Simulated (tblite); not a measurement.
C5H5N2S (doublet state).
Cartesian coordinates in Å at the GFN2-xTB level; atoms count from 1:
```
atom  x, y, z in Å
C1    -1.720   -0.159   -0.989
C2    -1.962    0.169    0.401
C3    -0.849   -0.815    0.006
C4     0.536   -0.389    0.066
N5     0.967    0.829   -0.087
C6     2.304    0.852    0.006
N7     2.943   -0.265    0.213
S8     1.877   -1.495    0.318
H9    -1.436    0.477   -1.801
H10   -1.697    1.156    0.766
H11   -2.797   -0.278    0.922
H12   -1.011   -1.859    0.248
H13    2.840    1.779   -0.088
```

Computed values, GFN2-xTB/tblite, gas phase, harmonic and unscaled. The method is semi-empirical: single wavenumbers can be off by several per cent or more. One conformer, not necessarily the lowest. Open shells enter through the occupations alone, without spin polarisation, and single modes of such species can be off by tens of per cent.

Harmonic wavenumbers (cm⁻¹): 57.3, 150.8, 157.1, 316.4, 333.4, 530.8, 577.1, 620.6, 657.8, 685.6, 778.9, 850.6, 854.7, 872.9, 877.7, 959.7, 977.2, 1031.2, 1038.1, 1051.2, 1080.2, 1170.3, 1250.6, 1287.8, 1361.5, 1414.0, 1434.6, 1526.1, 3015.2, 3037.1, 3056.2, 3138.2, 3155.3.

A = 4526, B = 1315, C = 1097 MHz; mass 125.017 u (most abundant isotopes); point group C1, symmetry number 1; spin multiplicity 2.

**Question.** What is the zero-point energy?

**Answer.** Half the sum of the wavenumbers: 19653 cm⁻¹ = 56.19 kcal/mol.

**Question.** What is S at 273.15 K and 1 bar for an ideal gas of classical rigid rotors and harmonic oscillators?

**Answer.** Translation 39.97, rotation 28.03, vibration 14.45, spin (R ln 2) 1.38: S = 83.8 cal/(mol K).

**Question.** And Cp and H(273.15 K) − H(0)?

**Answer.** Cp = 25.85 cal/(mol K), of which vibrations give 17.90 (their classical limit is 33 R = 65.6); H(273.15 K) − H(0) = 4.37 kcal/mol without the zero-point energy, 2.20 from vibrations.

**Question.** Which modes carry the vibrational entropy at 273.15 K?

**Answer.** 57.3 cm⁻¹: 4.38; 150.8 cm⁻¹: 2.50; 157.1 cm⁻¹: 2.42; 316.4 cm⁻¹: 1.19; 333.4 cm⁻¹: 1.11; 530.8 cm⁻¹: 0.49 cal/(mol K); the other 27 give 2.38 together.

**Question.** Blend soft modes into free rotors: weight 1/[1 + (100 cm⁻¹/ν̃)⁴] for the oscillator and the rest for a rotor with moment μB/(μ + B), μ = h/(8π²ν), B = 10⁻⁴⁴ kg m². What vibrational entropy results?

**Answer.** 13.47 cal/(mol K) in place of 14.45, which changes −T·S at 273.15 K by +0.27 kcal/mol.

**Question.** What must be added to the electronic energy to get the Gibbs energy at 273.15 K and 1 bar?

**Answer.** ZPE + [H(273.15 K) − H(0)] − T·S = 56.19 + 4.37 − 22.90 = 37.66 kcal/mol.

Hindered rotation and anharmonicity are outside this model. Other conformers, if any are populated, would add a mixing term that is left out. The structure is chiral; the term R ln 2 for an equal mix with its mirror image is left out.
